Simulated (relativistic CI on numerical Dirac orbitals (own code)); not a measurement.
# d1 to d9 in one octahedral field

Computed with a parametric ligand-field model without spin-orbit coupling, by exact diagonalisation: B = 550, C = 2170, 10Dq = 28500 cm⁻¹ (Oh; |10Dq|/B = 51.8) for every shell. Energies in cm⁻¹; the field energy is (0.6 n_e − 0.4 n_t2) × 10Dq of the ground term; g labels are left out.

| Shell | Ground term | Electrons in e | Field energy | First spin-allowed bands | Lowest term of other spin |
| --- | --- | --- | --- | --- | --- |
| d1 | 2T2 | 0.000 | -11400 | 2E 28500 |  |
| d2 | 3T1 | 0.009 | -22530 | 3T2 27172, 3T1 34095 | 1T2 7833 |
| d3 | 4A2 | 0.000 | -34200 | 4T2 28500, 4T1 34646 | 2E 10855 |
| d4 | 3T1 | 0.014 | -45191 | 3E 26371, 3T1 26899 | 1T2 6667 |
| d5 | 2T2 | 0.027 | -56219 | 2A2 25562, 2T1 25762 | 4T1 17923 |
| d6 | 1A1 | 0.020 | -67820 | 1T1 26901, 1T2 34755 | 3T1 22301 |
| d7 | 2E | 1.014 | -50913 | 2T1 26775, 2T2 27304 | 4T1 17790 |
| d8 | 3A2 | 2.000 | -34200 | 3T2 28500, 3T1 34646 | 1E 8677 |
| d9 | 2E | 3.000 | -17100 | 2T2 28500 |  |

Low spin: d4, d5, d6, d7; the other shells keep the spin of the free ion. Only d4 to d7 can choose; the field needed to pair spins is smallest for d6 and largest for d5, which loses most exchange energy. In the strong-field picture 10Dq must exceed about 6B + 5C = 14150 (d4), 7.5B + 5C = 14975 (d5), 2.5B + 4C = 10055 (d6) and 4B + 4C = 10880 (d7); mixing of terms shifts these bounds somewhat.
